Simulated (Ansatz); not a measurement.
Start from `O=C[SiH](Cl)O[SiH3]` and change one atom or group to get `[SiH3]O[SiH](S)Cl`.

Ansatz, PBE0-D4/def2-TZVP geometries, multiplicity 1. Each molecule was computed in one conformer, which needn't be the lowest.

```csv
property,`O=C[SiH](Cl)O[SiH3]`
size of the dipole moment (PBE/def2-TZVPP) / D,1.14
HOMO–LUMO gap (B3LYP/def2-TZVPP) / eV,4.91
HOMO energy (ωB97M-V/def2-TZVPP) / eV,-9.70
size of the dipole moment (ωB97M-V/def2-TZVPP) / D,1.31
HOMO energy (PBE/def2-TZVPP) / eV,-5.94
size of the dipole moment (B3LYP/def2-TZVPP) / D,1.29
```

(1) Give the same properties after the change, and the shifts. (Best estimate.)

Answers

(1) Ansatz gave: 
| property | `[SiH3]O[SiH](S)Cl` | shift |
| --- | --- | --- |
| size of the dipole moment (PBE/def2-TZVPP) / D | 1.03 | -0.11 |
| HOMO–LUMO gap (B3LYP/def2-TZVPP) / eV | 7.31 | 2.40 |
| HOMO energy (ωB97M-V/def2-TZVPP) / eV | -10.09 | -0.39 |
| size of the dipole moment (ωB97M-V/def2-TZVPP) / D | 1.04 | -0.27 |
| HOMO energy (PBE/def2-TZVPP) / eV | -6.62 | -0.68 |
| size of the dipole moment (B3LYP/def2-TZVPP) / D | 1.05 | -0.24 |

With PBE0 the HOMO falls by 0.47 eV and the LUMO rises by 1.95 eV, so the gap widens by about 2.42 eV. PBE moves the HOMO by -0.68 eV and ωB97M-V by -0.39 eV. Dipoles are sizes alone; their direction can turn.

B3LYP here is the variant with VWN-RPA as its local correlation; programs differ in this.
